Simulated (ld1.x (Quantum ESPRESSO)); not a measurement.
# Transferability test, RRKJ potential for cadmium

cadmium (Cd), norm-conserving RRKJ (Kleinman–Bylander form), made with ld1.x (Quantum ESPRESSO) 7.5 (PBEsol, fully relativistic). Core [Ar] 3d10, reference 4s2 4p6 4d10 5s0 5p0 (charge +2). Waves: 4p (bound): rc 1.10 bohr; 4d (bound): rc 1.40 bohr; 4s (bound): rc 0.85 bohr. Local part: the s channel. Core correction: none. rho0 = 0.001.

Open shells are filled in proportion to 2j + 1 (rel_dist='average').

Energies are relative to the spin-unpolarised reference configuration 4s2 4p6 4d10 5s0 5p0; without spin polarisation the order of configurations can differ from experiment.

| valence configuration | charge | ΔE all-electron (eV) | error AE − PS (meV) |
| --- | --- | --- | --- |
| 4s2 4p6 4d10 5s1 5p0 | +1 | -17.097 | +129 |
| 4s2 4p6 4d9 5s0 5p0 | +3 | 37.996 | +4.8 |
| 4s2 4p6 4d10 5s1.5 5p0 | +0.5 | -22.675 | +172 |
| 4s2 4p6 4d10 5s0 5p2 | 0 | -16.656 | +63 |
| 4s2 4p6 4d8 5s0 5p0 | +4 | 92.031 | +27 |

Task: What are ΔE and the potential's error for 4s1 4p6 4d10 5s2 5p0?

Result: ΔE = 86.976 eV all-electron; the error (AE − PS) is +332 meV.

Task: What are ΔE and the potential's error for 4s2 4p6 4d10 5s2 5p0?

Result: ΔE = -26.407 eV all-electron; the error (AE − PS) is +203 meV.

ld1.x printed “convergence not achieved” for 7 of the counted tests; their residual had stalled under 1e-8, short of the target of 1e-14.

A Bessel basis up to 400 Ry misses an occupied level by 0.11 Ry, so cutoffs and ghosts were not judged.
